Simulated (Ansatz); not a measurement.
A single point on FH₄HfNO₂, SMILES `[NH2][Hf]([OH])([OH])[F]`.

```yaml
crystal:
  periodic: [false, false, false]
  atoms:
    - {symbol: N, position_ang: [1.313805, 0.519517, 0.907858]}
    - {symbol: Hf, position_ang: [-0.370566, 0.204372, -0.191076]}
    - {symbol: O, position_ang: [-1.513593, -0.949692, 0.836512]}
    - {symbol: O, position_ang: [0.181319, -0.450744, -1.911150]}
    - {symbol: F, position_ang: [-1.292790, 1.875822, -0.457788]}
    - {symbol: H, position_ang: [1.374311, 0.477414, 1.914961]}
    - {symbol: H, position_ang: [2.226286, 0.740248, 0.535811]}
    - {symbol: H, position_ang: [-2.172475, -1.566454, 1.135439]}
    - {symbol: H, position_ang: [0.253703, -0.850484, -2.770567]}
basis:
  gaussian: {orbitals: def2-QZVPP}
correlation: {method: mp2}
```

```sh
$ ansatz run in.yaml --threads 4 --pin off --events-out ev --progress --plain --max-ram 10444MiB
```

It prints (some lines left out):

```
Functional definition: HF
2644 factors; integrals over basis functions are off by at most 1.2e-3 eV
mean field evaluation 1: about -9619.9655 eV, gradient 7.4e1 eV
mean field evaluation 2: about -9620.0522 eV, gradient 7.4e1 eV
mean field evaluation 4: about -9628.9151 eV, gradient 3.2e0 eV
mean field evaluation 8: about -9628.9692 eV, gradient 3.5e-1 eV
mean field -9628.96954565 eV, -353.8581040528 hartree, gradient 1.8e-6 eV, S^2 0.000000; 0 other end points of the search recorded, 0 dependent functions left out
4 core orbitals not correlated: weight in the atoms' cores, before any rotation towards them, 1.000 or more for the frozen orbitals, at most 0.000 for the correlated occupied ones
reference -9628.96954565 eV, -353.8581040528 hartree; 20, 20 occupied and 405, 405 virtual orbitals, 2644 factors
second order -38.23411428 eV of doubles, -0.00000000 eV of singles
Total energy: -9667.20365993 eV, -355.2631818365 hartree
```

It took 18 s on 4 threads of an Arm Neoverse V1 on a shared host, with 2 GiB of host memory at the peak.
